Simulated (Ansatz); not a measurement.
Consider the β-hydride elimination: `CCB(O)OC` → `CCBO` + `C=O`.

Calculated with Ansatz (gas phase, PBE0-D4/def2-TZVP geometries, no zero-point term in ΔE). CBS: MP2 limit from def2 TZ/QZ plus the TZ coupled-cluster correction, frozen cores. This one scheme is used for every species. Functionals use def2-TZVPP. B3LYP here is the variant with VWN-RPA as its local correlation; programs differ in this. Each species was taken in one conformer, which may not be the lowest.

`CCB(O)OC`:

```xyz
15

C    -0.223    1.193   -1.846
C     0.336    0.499   -0.611
B    -0.707   -0.336    0.219
O    -2.005   -0.400   -0.192
O    -0.393   -1.023    1.360
C     0.912   -1.035    1.887
H     0.548    1.754   -2.380
H    -1.021    1.890   -1.580
H    -0.654    0.471   -2.542
H     0.801    1.236    0.058
H     1.164   -0.165   -0.893
H    -2.536   -0.941    0.400
H     0.903   -1.645    2.790
H     1.627   -1.469    1.180
H     1.250   -0.028    2.149
```

`CCBO`:

Z-matrix (Å, degrees):
```
C
C 1 1.528
H 1 1.093 2 111.4
H 1 1.092 2 111.9 3 120.3
H 1 1.093 2 111.0 3 -119.3
B 2 1.569 1 114.3 3 64.5
H 2 1.098 1 110.4 3 -62.4
H 2 1.101 1 108.7 3 -177.6
O 6 1.355 2 123.5 1 -141.1
H 6 1.202 2 121.4 1 40.3
H 9 0.962 6 113.1 2 1.8
```

`C=O`:

```xyz
4

C     0.002    0.002   -0.004
O    -0.463   -0.504    0.974
H     1.073   -0.105   -0.268
H    -0.612    0.607   -0.702
```

```csv
level,ΔE (kJ/mol),difference from CCSD(T)/CBS
r2SCAN-D4,254.4,8.7
ωB97M-V,248.1,2.4
B2PLYP,233.7,-12.0
PBE0,248.3,2.6
B3LYP,225.1,-20.6
HF/def2-TZVPP,223.1,-22.6
HF/def2-QZVPP,222.6,-23.1
MP2/def2-QZVPP,251.1,5.4
HF/CBS(def2),222.5,-23.2
MP2/CBS(def2),253.1,7.4
CCSD(T)/CBS,245.7,0
```

Largest T1 diagnostic among the species: 0.015.

In def2-TZVPP, CCSD(T) changes the Hartree–Fock value by +18.3 kJ/mol (the triples alone add −0.3 kJ/mol) and MP2 by +25.7 kJ/mol. From PBE to PBE0 (25 % exact exchange), in def2-TZVPP and without D4, ΔE moves by +16.0 kJ/mol. The D4 term adds +13.8 kJ/mol with B3LYP and +7.7 kJ/mol with PBE0; it sums over pairs of atoms, weighted by their polarisabilities, and B3LYP, whose exchange is more repulsive, gets the larger term.
